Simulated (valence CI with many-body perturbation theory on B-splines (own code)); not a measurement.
E1 transitions of Gd57+

Calculated by valence CI with perturbative core correlation (CI+MBPT): five valence electrons over a frozen Dirac-Fock core [He], a basis of 9 s, 9 p, 8 d, 6 f, 3 g, 1 h functions for each j, with the one-electron correlation potential Σ1 (screened to all orders), the two-electron term Σ2, the three-electron term Σ3, Breit, model QED; selected single and double excitations, second order for the rest (own B-spline code, finite nucleus).

No measured spectrum was set against this ion. As an estimate, large intervals hold to a few tenths of a per cent, small ones and those within an open d or f shell to about a per cent. Among the levels kept, up to 1200 cm⁻¹ of a level comes from second order outside the variational space, and about a tenth of that is noise between levels of different J, which matters for small intervals.

Lines 51 to 100 of 256 in falling wavelength, among levels below 64266 × 10³ cm⁻¹, chosen from the strongest by gf and those to the six lowest levels. Wavelengths and rates use the calculated energies. Electric multipoles are in the length gauge, E1 and E2 with the static RPA response of the core. Weak lines are less certain than strong ones. Lines between different terms over intervals too small for the method are left out, as are lines whose strength nearly cancels. The highest levels of a list are the least certain.

Levels are named by their leading jj configuration (3d3/2^4 stands for four electrons in 3d with j = 3/2), which in mixed levels can hold well under half, so a name can repeat and another be missing. Letters in brackets count levels of one name in rising energy.

| λ vac (Å) | Upper | Lower | A (s⁻¹) | S (a.u.) |
| --- | --- | --- | --- | --- |
| 41.44 | (2s 2p1/2^2 2p3/2 3d3/2) J=3/2 [a] | (2s 2p1/2^2 2p3/2 3p1/2) J=3/2 [a] | 2.12e+11 | 2.97e-02 |
| 41.41 | (2s^2 2p1/2 2p3/2 3p3/2) J=3/2 [a] | (2s^2 2p1/2 2p3/2 3s) J=1/2 | 1.25e+11 | 1.75e-02 |
| 41.27 | (2s^2 2p1/2^2 3d3/2) J=3/2 | (2s^2 2p1/2^2 3p1/2) J=1/2 | 2.64e+11 | 3.66e-02 |
| 41.19 | (2s 2p1/2^2 2p3/2 3d3/2) J=7/2 | (2s 2p1/2^2 2p3/2 3p1/2) J=5/2 | 2.31e+11 | 6.37e-02 |
| 41.18 | (2s 2p1/2^2 2p3/2^2) J=1/2 | (2s^2 2p1/2 2p3/2^2) J=1/2 | 5.08e+10 | 3.50e-03 |
| 41.17 | (2s^2 2p1/2 2p3/2 3d3/2) J=7/2 | (2s^2 2p1/2 2p3/2 3p1/2) J=5/2 | 2.58e+11 | 7.11e-02 |
| 41.03 | (2s 2p1/2^2 2p3/2 3d3/2) J=1/2 | (2s 2p1/2^2 2p3/2 3p1/2) J=3/2 [a] | 2.81e+11 | 1.92e-02 |
| 41.01 | (2s 2p1/2^2 2p3/2 3d3/2) J=5/2 [b] | (2s 2p1/2^2 2p3/2 3p1/2) J=3/2 [b] | 2.01e+11 | 4.10e-02 |
| 41.00 | (2s^2 2p1/2 2p3/2 3p3/2) J=5/2 [a] | (2s^2 2p1/2 2p3/2 3s) J=3/2 [a] | 4.14e+11 | 8.45e-02 |
| 40.98 | (2s 2p1/2^2 2p3/2^2) J=3/2 | (2s^2 2p1/2 2p3/2^2) J=1/2 | 5.95e+07 | 8.08e-06 |
| 40.94 | (2s^2 2p1/2 2p3/2 3d3/2) J=3/2 [a] | (2s^2 2p1/2 2p3/2 3p1/2) J=1/2 | 1.50e+11 | 2.03e-02 |
| 40.92 | (2s 2p1/2^2 2p3/2 3p3/2) J=5/2 [a] | (2s 2p1/2^2 2p3/2 3s) J=3/2 [a] | 1.44e+11 | 2.92e-02 |
| 40.84 | (2s 2p1/2^2 2p3/2 3p3/2) J=5/2 [b] | (2s 2p1/2^2 2p3/2 3s) J=3/2 [b] | 1.32e+11 | 2.66e-02 |
| 40.76 | (2s 2p1/2^2 2p3/2 3d3/2) J=5/2 [b] | (2s^2 2p1/2 2p3/2 3d3/2) J=7/2 | 3.19e+10 | 6.39e-03 |
| 40.63 | (2s 2p1/2^2 2p3/2 3p3/2) J=7/2 | (2s 2p1/2^2 2p3/2 3s) J=5/2 | 3.15e+11 | 8.34e-02 |
| 40.40 | (2s 2p1/2^2 2p3/2 3p3/2) J=1/2 [a] | (2s 2p1/2^2 2p3/2 3s) J=3/2 [a] | 3.52e+11 | 2.29e-02 |
| 40.32 | (2s^2 2p1/2^2 3p3/2) J=3/2 | (2s^2 2p1/2^2 3s) J=1/2 | 4.24e+11 | 5.49e-02 |
| 40.28 | (2s^2 2p1/2 2p3/2 3d3/2) J=1/2 [a] | (2s^2 2p1/2 2p3/2 3p1/2) J=1/2 | 2.34e+11 | 1.51e-02 |
| 40.25 | (2s 2p1/2^2 2p3/2 3p3/2) J=5/2 [b] | (2s^2 2p1/2 2p3/2 3p3/2) J=7/2 | 3.30e+10 | 6.37e-03 |
| 40.23 | (2s^2 2p1/2 2p3/2 3p3/2) J=3/2 [a] | (2s^2 2p1/2 2p3/2 3s) J=3/2 [a] | 7.88e+10 | 1.01e-02 |
| 39.86 | (2s 2p1/2^2 2p3/2 3s) J=3/2 [b] | (2s^2 2p1/2 2p3/2 3s) J=1/2 | 6.47e+10 | 8.09e-03 |
| 39.60 | (2s 2p1/2^2 2p3/2 3p3/2) J=3/2 [b] | (2s 2p1/2^2 2p3/2 3s) J=1/2 | 1.99e+11 | 2.44e-02 |
| 39.58 | (2s 2p1/2^2 2p3/2 3p3/2) J=3/2 [a] | (2s 2p1/2^2 2p3/2 3s) J=5/2 | 8.61e+10 | 1.05e-02 |
| 39.35 | (2s^2 2p1/2 2p3/2 3d3/2) J=5/2 [b] | (2s^2 2p1/2 2p3/2 3p1/2) J=5/2 | 1.15e+11 | 2.07e-02 |
| 39.35 | (2s^2 2p1/2 2p3/2 3p3/2) J=5/2 [b] | (2s^2 2p1/2 2p3/2 3s) J=3/2 [b] | 2.32e+11 | 4.18e-02 |
| 39.27 | (2s 2p1/2^2 2p3/2 3s) J=1/2 | (2s^2 2p1/2 2p3/2 3s) J=1/2 | 1.64e+11 | 9.80e-03 |
| 39.08 | (2s 2p1/2^2 2p3/2 3p3/2) J=1/2 [b] | (2s 2p1/2^2 2p3/2 3s) J=1/2 | 2.06e+11 | 1.21e-02 |
| 39.02 | (2s 2p1/2^2 2p3/2 3p3/2) J=3/2 [b] | (2s 2p1/2^2 2p3/2 3s) J=3/2 [b] | 6.42e+10 | 7.52e-03 |
| 38.91 | (2s^2 2p1/2 2p3/2 3p3/2) J=3/2 [b] | (2s^2 2p1/2 2p3/2 3s) J=3/2 [b] | 1.32e+11 | 1.54e-02 |
| 38.66 | (2s^2 2p1/2 2p3/2 3p3/2) J=5/2 [b] | (2s^2 2p1/2 2p3/2 3s) J=5/2 | 2.49e+11 | 4.26e-02 |
| 38.34 | (2s^2 2p1/2 2p3/2 3d3/2) J=3/2 [b] | (2s^2 2p1/2 2p3/2 3p1/2) J=5/2 | 1.07e+11 | 1.19e-02 |
| 38.25 | (2s^2 2p1/2 2p3/2 3p3/2) J=3/2 [b] | (2s^2 2p1/2 2p3/2 3s) J=5/2 | 9.81e+10 | 1.08e-02 |
| 37.75 | (2s 2p1/2^2 2p3/2 3p3/2) J=5/2 [a] | (2s 2p1/2^2 2p3/2 3s) J=5/2 | 2.50e+11 | 3.98e-02 |
| 37.10 | (2s^2 2p1/2 2p3/2 3p3/2) J=3/2 [b] | (2s^2 2p1/2 2p3/2 3s) J=1/2 | 7.96e+10 | 8.03e-03 |
| 36.76 | (2s^2 2p1/2 2p3/2 3p3/2) J=1/2 [b] | (2s^2 2p1/2 2p3/2 3s) J=3/2 [b] | 5.35e+11 | 2.62e-02 |
| 36.16 | (2s^2 2p1/2 2p3/2 3p3/2) J=3/2 [b] | (2s^2 2p1/2 2p3/2 3s) J=3/2 [a] | 1.02e+11 | 9.51e-03 |
| 36.07 | (2s 2p1/2^2 2p3/2^2) J=3/2 | (2s^2 2p1/2 2p3/2^2) J=5/2 | 5.69e+10 | 5.27e-03 |
| 34.49 | (2s 2p1/2^2 2p3/2 3p3/2) J=5/2 [b] | (2s 2p1/2^2 2p3/2 3s) J=3/2 [a] | 5.00e+10 | 6.07e-03 |
| 34.02 | (2s 2p1/2^2 2p3/2^2) J=1/2 | (2s^2 2p1/2 2p3/2^2) J=3/2 | 2.39e+08 | 9.28e-06 |
| 33.88 | (2s 2p1/2^2 2p3/2^2) J=3/2 | (2s^2 2p1/2 2p3/2^2) J=3/2 | 1.97e+10 | 1.51e-03 |
| 33.84 | (2p1/2^2 2p3/2^3) J=3/2 | (2s 2p1/2 2p3/2^3) J=5/2 | 1.28e+11 | 9.78e-03 |
| 30.42 | (2s^2 2p3/2^3) J=3/2 | (2s 2p1/2^2 2p3/2^2) J=1/2 | 7.67e+08 | 4.26e-05 |
| 25.07 | (2s^2 2p3/2^3) J=3/2 | (2s 2p1/2^2 2p3/2^2) J=5/2 | 1.44e+09 | 4.48e-05 |
| 13.13 | (2s 2p1/2 2p3/2^3) J=3/2 [a] | (2s^2 2p1/2 2p3/2^2) J=1/2 | 2.10e+10 | 9.37e-05 |
| 12.59 | (2s 2p1/2^2 2p3/2^2) J=5/2 | (2s^2 2p1/2^2 2p3/2) J=3/2 | 7.50e+11 | 4.43e-03 |
| 12.58 | (2s 2p1/2 2p3/2^3) J=3/2 [a] | (2s^2 2p1/2 2p3/2^2) J=5/2 | 8.71e+10 | 3.42e-04 |
| 12.30 | (2s 2p1/2 2p3/2^3) J=3/2 [a] | (2s^2 2p1/2 2p3/2^2) J=3/2 | 2.50e+12 | 9.17e-03 |
| 12.12 | (2s 2p1/2 2p3/2^3) J=5/2 | (2s^2 2p1/2 2p3/2^2) J=5/2 | 2.48e+12 | 1.30e-02 |
| 12.08 | (2s 2p1/2^2 2p3/2 3d3/2) J=3/2 [b] | (2s^2 2p1/2^2 3d3/2) J=3/2 | 1.97e+12 | 6.83e-03 |
| 12.01 | (2s 2p1/2 2p3/2^3) J=1/2 | (2s^2 2p1/2 2p3/2^2) J=1/2 | 1.78e+12 | 3.05e-03 |
